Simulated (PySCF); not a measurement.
## Correlation energy of P³⁺ (phosphorus, charge +3)

[Ne] 3s2, closed-shell 1S. Calculation: PySCF 2.14, in aug-cc-pV(T+d)Z (6s5p4d2f, 55 functions); no relativity, point nucleus. Frozen: [Ne]; 2 electrons correlated.

With two correlated electrons CCSD is exact within the correlated space (frozen core and kept virtual orbitals).

```
level  correlation energy (mhartree)
 CCSD                         -49.48
```

Diagnostics: T1 = 0.0045, D1 = 0.0064, largest double amplitude 0.114.

Cost of the coupled-cluster step: about 0.5 core-seconds, for 2 correlated electrons.

Iterations:

```
CC2 = 0
CCSD nocc = 1, nmo = 50
frozen orbitals [0, 1, 2, 3, 4]
max_cycle = 100
direct = 0
conv_tol = 1e-08
conv_tol_normt = 1e-06
diis_space = 8
diis_start_cycle = 0
Init t2, MP2 energy = -338.596369069899  E_corr(MP2) -0.0353636625702489
Init E_corr(CCSD) = -0.0353636625703462
cycle = 1  E_corr(CCSD) = -0.043874041504207  dE = -0.00851037893  norm(t1,t2) = 0.0441833
cycle = 2  E_corr(CCSD) = -0.0470472144478232  dE = -0.00317317294  norm(t1,t2) = 0.0191229
cycle = 3  E_corr(CCSD) = -0.04948411445491  dE = -0.00243690001  norm(t1,t2) = 0.00866903
cycle = 4  E_corr(CCSD) = -0.0494730802134813  dE = 1.10342414e-05  norm(t1,t2) = 0.000375743
cycle = 5  E_corr(CCSD) = -0.0494793288486726  dE = -6.24863519e-06  norm(t1,t2) = 1.89287e-05
cycle = 6  E_corr(CCSD) = -0.0494778687054147  dE = 1.46014326e-06  norm(t1,t2) = 4.1712e-06
cycle = 7  E_corr(CCSD) = -0.0494780551502397  dE = -1.86444825e-07  norm(t1,t2) = 6.69971e-07
cycle = 8  E_corr(CCSD) = -0.0494780602971843  dE = -5.14694461e-09  norm(t1,t2) = 4.70963e-08
CCSD converged
E(CCSD) = -338.6104834676261  E_corr = -0.04947806029718433
```
